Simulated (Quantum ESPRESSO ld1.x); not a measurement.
Task: These are the eigenvalues of the occupied orbitals of an atom or ion with whole-number occupations (hartree). Calculated with ld1.x of Quantum ESPRESSO 7.5: non-relativistic Kohn-Sham, LDA (Slater exchange, Perdew-Wang correlation), spin-polarised, spherical densities, point nucleus.

orbital  eigenvalue
1s up      -49.6608
1s down    -49.5389
2s up      -5.95742
2s down    -5.74535
2p up      -4.83468
2p down    -4.59932

Which element is it, and in what charge state? The configuration may be excited. Open shells, if any, are filled with parallel spins first.

Result: Z = 12, magnesium, charge +4: Mg4+ in [He] 2s2 2p4. The list shows which subshells hold electrons but not how many an open one holds; the 1s level, -49.661 hartree, gives Z - s = 10.0 by -(Z - s)^2/2, which with screening narrows Z to a few neighbours, and the depths of the outer levels then fix element, charge and occupations together.
